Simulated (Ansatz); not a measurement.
[WS4]2- (WS₄²⁻), 5 atoms. Hardware: 2 threads of Intel Xeon Platinum 8375C on a shared host.

In the def2 sets W takes a core potential; there is no spin–orbit coupling. Correlated methods freeze 20 core orbitals; core or outer-core shells of W are correlated, in sets that lack core-valence functions. A multiply charged anion in the gas phase is held together partly by the finite basis. Removing one electron lowers the energy by 0.33 eV at PBE0-D4/def2-TZVPD, so it isn't bound.

**Question.** How many basis functions does each of these Ansatz runs have, and roughly what does it cost? CAM-B3LYP-D4/def2-TZVPD, charge -2 singlet, energy, from earlier orbitals; LC-ωPBE/def2-TZVPD, charge -2 singlet, energy, from earlier orbitals; BHLYP-D4/def2-TZVPD, charge -2 singlet, energy, from earlier orbitals; PBE-QIDH/def2-TZVPD, charge -2 singlet, energy, from earlier orbitals; ωB97X-V/def2-TZVPD, charge -2 singlet, energy, from earlier orbitals; PBE-D4/def2-TZVPD, charge -2 singlet, energy, from earlier orbitals; ωB97M-V/def2-TZVPD, charge -2 singlet, energy, from earlier orbitals; MP2/def2-TZVPD, charge -2 singlet, energy, from earlier orbitals; CCSD(T)/def2-SVPD, charge -2 singlet, energy, from earlier orbitals; PBE0-D4/def2-SVPD, charge -1 doublet, relaxation, 13 steps; PBE0-D4/def2-TZVPD, charge -2 singlet, energy and forces, from earlier orbitals; HF/def2-TZVPD, charge -2 singlet, energy, from earlier orbitals.

**Answer.** Other jobs shared the machine, so times can vary by a factor of up to 3. A dash marks memory too small to be measured apart from the calling script's.

```tsv
run	functions	fitting or Cholesky vectors	wall time	peak host memory (GiB)
PBE-D4/def2-TZVPD, charge -2 singlet, energy, from earlier orbitals	227	1518	4.4 s	–
HF/def2-TZVPD, charge -2 singlet, energy, from earlier orbitals	227	2030	4.9 s	0.88
LC-ωPBE/def2-TZVPD, charge -2 singlet, energy, from earlier orbitals	227	1518	6 s	0.57
MP2/def2-TZVPD, charge -2 singlet, energy, from earlier orbitals	227	1483	7 s	0.62
BHLYP-D4/def2-TZVPD, charge -2 singlet, energy, from earlier orbitals	227	1855	7.5 s	0.89
CAM-B3LYP-D4/def2-TZVPD, charge -2 singlet, energy, from earlier orbitals	227	1577	8.5 s	0.92
PBE0-D4/def2-TZVPD, charge -2 singlet, energy and forces, from earlier orbitals	227	1676	11 s	0.87
PBE-QIDH/def2-TZVPD, charge -2 singlet, energy, from earlier orbitals	227	1483	13 s	0.67
ωB97X-V/def2-TZVPD, charge -2 singlet, energy, from earlier orbitals	227	1570	16 s	1
ωB97M-V/def2-TZVPD, charge -2 singlet, energy, from earlier orbitals	227	1570	18 s	1
CCSD(T)/def2-SVPD, charge -2 singlet, energy, from earlier orbitals	143	1300	29 s	1
PBE0-D4/def2-SVPD, charge -1 doublet, relaxation, 13 steps	143	1397	94 s	0.64
```
